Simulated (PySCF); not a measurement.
**Telling isomers of C3H11ClOSi3 apart by NMR**

Theoretical values (PySCF): shielding tensors at PBE0/pcSseg-1 (GIAO), coordinates at the GFN2-xTB level. Non-relativistic Hamiltonian, no solvent model, one conformer, rapidly exchanging positions averaged.

Scale: $^{1}$H and $^{13}$C vs TMS (reference shieldings calculated alike). Where no couplings were computed, multiplicities follow the n + 1 count of equivalent neighbours, and m marks all less simple cases (inequivalent or close neighbours, rings, F or P nearby). Shifts are as computed. Against solution values, carbons near 30 ppm lie about +3 ppm off and those near 130 ppm about +5 ppm; carbons on Cl a further +6 ppm. Of 1309 compounds with measured shifts, 239 miss one by over three times the rms of a fit or turn the order of signals round; such compounds aren't used in these exercises. Carbons bonded to Cl come out too deshielded.

(1) Tabulate the signals of `CC(=O)[Si]([SiH3])([SiH3])CCl`, `C=C(Cl)[SiH2]O[SiH2][SiH2]C`, `[SiH3]/C=C(\[SiH3])O[SiH2]CCl` and their relative energies.

(2) What is the quickest way to tell C=C(Cl)[SiH2]O[SiH2][SiH2]C from [SiH3]/C=C(\[SiH3])O[SiH2]CCl?

(3) What is the quickest way to tell CC(=O)[Si]([SiH3])([SiH3])CCl from C=C(Cl)[SiH2]O[SiH2][SiH2]C?

(4) What is the quickest way to tell CC(=O)[Si]([SiH3])([SiH3])CCl from [SiH3]/C=C(\[SiH3])O[SiH2]CCl?

Answers

(1) 
| SMILES | carbon types | δC | δH | E rel. (kcal/mol) |
| --- | --- | --- | --- | --- |
| CC(=O)[Si]([SiH3])([SiH3])CCl | 1×C 1×CH2 1×CH3 | 243.6, 42.5, 32.2 | 3.71 (s, 6H), 3.32 (s, 2H), 2.31 (s, 3H) | 39.1 |
| C=C(Cl)[SiH2]O[SiH2][SiH2]C | 1×C 1×CH2 1×CH3 | 155.2, 134.7, -11.0 | 6.24 (br s, 1H), 5.98 (br s, 1H), 5.70 (t, 2H), 5.06 (s, 2H), 4.31 (m, 2H), -0.04 (t, 3H) | 0.0 |
| [SiH3]/C=C(\[SiH3])O[SiH2]CCl | 1×C 1×CH 1×CH2 | 173.1, 111.0, 28.3 | 5.27 (q, 1H), 4.83 (t, 2H), 4.25 (d, 3H), 4.23 (s, 3H), 3.17 (t, 2H) | 39.5 |

Energies are electronic energies at PBE0/pcSseg-1 on these geometries, without zero-point or thermal terms, each for the one conformer computed, which needn't be the lowest.

(2) Both give the same number of carbon signals, but DEPT or the intensities differ. The first has a terminal =CH2 carbon at 134.7 ppm, the second a β carbon of an enol-ether or enamine type C=C (CH) at 111.0 ppm. Their most deshielded carbons lie at 155.2 and 173.1 ppm. In the proton spectra the most deshielded non-exchanging signals are 6.24 (br s, 1H) and 5.27 (q, 1H).

(3) Both give the same number of carbon signals, with the same numbers of each carbon type, so the positions decide. The first has a carbonyl carbon (C) at 243.6 ppm, the second a fully substituted alkene carbon (C) at 155.2 ppm. In the proton spectra the most deshielded non-exchanging signals are 3.71 (s, 6H) and 6.24 (br s, 1H).

(4) Both give the same number of carbon signals, but DEPT or the intensities differ. The first has a carbonyl carbon (C) at 243.6 ppm, the second an alkene carbon bearing oxygen (C) at 173.1 ppm. In the proton spectra the most deshielded non-exchanging signals are 3.71 (s, 6H) and 5.27 (q, 1H).
